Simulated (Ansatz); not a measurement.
Cost and result for the atomization energy of `CC[SiH]Cl` radical (10 atoms, 9 bonds).

```xyz
10

C    -0.566    1.182   -0.002
C     0.587    0.189   -0.080
Si    0.084   -1.573   -0.483
Cl   -1.217   -2.267    0.965
H    -1.095    1.255   -0.955
H    -0.209    2.181    0.257
H    -1.294    0.883    0.755
H     1.316    0.490   -0.840
H     1.132    0.149    0.872
H     1.261   -2.490   -0.489
```

Total charge 0; spin multiplicity 2. All single points use the PBE0-D4/def2-TZVP geometry. It is one conformer, not always the lowest. Program: Ansatz. All runs use 4 threads of an Arm Neoverse V2 on a shared host. Times are those of one run each, without the atoms' runs, and a repeat can differ threefold. Electronic energies, without spin–orbit coupling; frozen cores. CCSD(T)/CBS adds CCSD(T) − MP2 in def2-TZVPP to the MP2 limit, and its time is that of the two runs behind it. T1 = 0.011; ⟨S²⟩ of the reference is 0.75. HSE06 is the plane-wave form, built on full-range PBE exchange.

CCSD(T)/CBS is a level of theory with its own doubt, some kJ/mol a heavy atom from the limit and from the frozen cores, so smaller differences don't rank the functionals.

| level | functions | wall time | atomization (kJ/mol) | difference from CCSD(T)/CBS | per bond |
| --- | --- | --- | --- | --- | --- |
| LDA (SPW92)/def2-TZVPP | 230 | 1.7 s | 3967.5 | 450.0 | 50.0 |
| revPBE-D4/def2-TZVPP | 230 | 3.3 s | 3504.6 | -12.9 | -1.4 |
| BLYP-D4/def2-TZVPP | 230 | 3.3 s | 3493.1 | -24.4 | -2.7 |
| PBE-D4/def2-TZVPP (with forces) | 230 | 3.5 s | 3570.5 | 53.0 | 5.9 |
| PBE0-D4/def2-TZVPP | 230 | 6 s | 3540.7 | 23.2 | 2.6 |
| HSE06-D4/def2-TZVPP | 230 | 6.5 s | 3542.7 | 25.2 | 2.8 |
| B2PLYP/def2-TZVPP | 230 | 7 s | 3478.9 | -38.6 | -4.3 |
| CCSD(T)/def2-SVP | 94 | 8 s | 3334.2 | -183.3 | -20.4 |
| r2SCANh-D4/def2-TZVPP | 230 | 9.5 s | 3533.0 | 15.5 | 1.7 |
| ωB97M-V/def2-TZVPP (with forces) | 230 | 18 s | 3527.9 | 10.4 | 1.1 |
| MP2/def2-QZVPP | 434 | 25 s | 3518.6 | 1.1 | 0.1 |
| CCSD(T)/def2-TZVPP | 230 | 16 min | 3433.8 | -83.7 | -9.3 |
| CCSD(T)/CBS(def2) | – | 16 min | 3517.5 | 0.0 | 0.0 |

Leaving LDA and LC-ωPBE aside and taking each functional with its dispersion term where it has one, the values, not all of them listed here, spread over 114.7 kJ/mol, from BHLYP-D4 to PBE-D4. LDA lies +418.6 kJ/mol from PBE without D4, its usual overbinding. The D4 term adds +34.9 kJ/mol with B3LYP and +18.2 kJ/mol with PBE0; it sums over pairs of atoms, weighted by their polarisabilities, and B3LYP, whose exchange is more repulsive, gets the larger term. In def2-TZVPP, CCSD(T) changes the Hartree–Fock value by +745.5 kJ/mol (the triples alone add +41.2 kJ/mol) and MP2 by +780.7 kJ/mol; breaking electron pairs costs correlation energy, which Hartree–Fock lacks.

B3LYP here is the variant with VWN-RPA as its local correlation; programs differ in this.
